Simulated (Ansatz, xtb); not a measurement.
## Ranking isomers of BFHNO

3 gas-phase structures of BFHNO, found in a search over its isomers (lower ones may exist). Each was relaxed with GFN2-xTB:

A. `[NH-][O+]=BF`, a singlet
B. a singlet given by its coordinates
C. a singlet given by its coordinates

C (Å):

```yaml
atoms:
  - { symbol: B, position_ang: [-0.9300, 1.6707, -3.1148] }
  - { symbol: F, position_ang: [-1.6382, 1.1401, -4.0608] }
  - { symbol: N, position_ang: [0.2799, 2.2509, -2.7090] }
  - { symbol: O, position_ang: [-0.9661, 2.0899, -1.8630] }
  - { symbol: H, position_ang: [1.0205, 1.6911, -2.3039] }
```

Close contacts (Å): B1–F2 1.30, B1–N3 1.40, B1–O4 1.32, N3–O4 1.51, N3–H5 1.01.

B (Å):

```xyz
5

B    -0.6227   -1.0218    0.3367
F    -0.2268   -0.2128    1.3154
N    -1.8611   -1.4245    0.1130
O    -2.8259   -1.9527   -0.3475
H     0.1370   -1.4652   -0.4470
```

Close contacts (Å): B1–F2 1.33, B1–N3 1.32, N3–O4 1.19, B1–H5 1.18.

Problem. Make a reasoned guess at their ranking by r2SCAN-D4/def2-SVP single-point energy.

Solution. Calculated order at r2SCAN-D4/def2-SVP: C (0.0), B (34.8), A (72.8) kcal/mol.

Energies above the lowest of each column, in kcal/mol:

| structure | GFN2-xTB | HF/STO-3G | r2SCAN-D4/def2-SVP |
| --- | --- | --- | --- |
| C | 0.0 | 0.0 | 0.0 |
| B | 28.9 | 35.5 | 34.8 |
| A | 38.3 | 97.4 | 72.8 |

Every level run on C puts it lowest or level with the lowest. Some further structures that were screened fall inside this span and aren't listed. Flexible structures stand in one conformer each, not always the lowest. Frequencies (PBE0-D4/def2-TZVP) were run for C alone.

Programs: Ansatz 0.2.0, xtb 6.7.1.
